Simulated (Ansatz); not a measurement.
Species: InH3, charge 0, multiplicity 1. SMILES: [InH3]
Coordinates optimised at B3LYP-D3(BJ)/def2-TZVP (Ansatz, a program for electronic structure):
```xyz
4

In     0.0000     0.0000     0.0000
H     -0.2365     1.7142    -0.0251
H     -1.3663    -1.0616     0.0370
H      1.6028    -0.6526    -0.0119
```

Quantity: vertical electron affinity (to the doublet state of charge -1; a negative value means that the extra electron is unbound and the number depends on the basis; each state is the SCF solution reached for its spin; the molecule has degenerate orbitals, so one determinant may break the symmetry), in eV. Valence correlation only, unless marked. UHF or UKS for open shells. Spin-orbit coupling is left out. Frozen are the shells of the preceding noble gas and the d and f shells that filled before the atom's block. Past Kr the def2 sets carry scalar-relativistic core potentials. Anions need diffuse functions: def2-D sets add few. CBS marks a two-point X^-3 extrapolation of the correlation energy; Hartree-Fock from the larger set.

```json
[
 {"level": "HF/def2-TZVPPD", "program": "Ansatz", "vertical electron affinity (eV)": "-0.21"},
 {"level": "HF/def2-QZVPPD", "program": "Ansatz", "vertical electron affinity (eV)": "-0.18"},
 {"level": "PBE/def2-TZVPD", "program": "Ansatz", "vertical electron affinity (eV)": "0.37"},
 {"level": "PBE0/def2-TZVPD", "program": "Ansatz", "vertical electron affinity (eV)": "0.34"},
 {"level": "wB97X/def2-TZVPD", "program": "Ansatz", "vertical electron affinity (eV)": "0.12"},
 {"level": "MP2/CBS(def2-TZVPPD,def2-QZVPPD)", "program": "Ansatz", "vertical electron affinity (eV)": "0.18"}
]
```
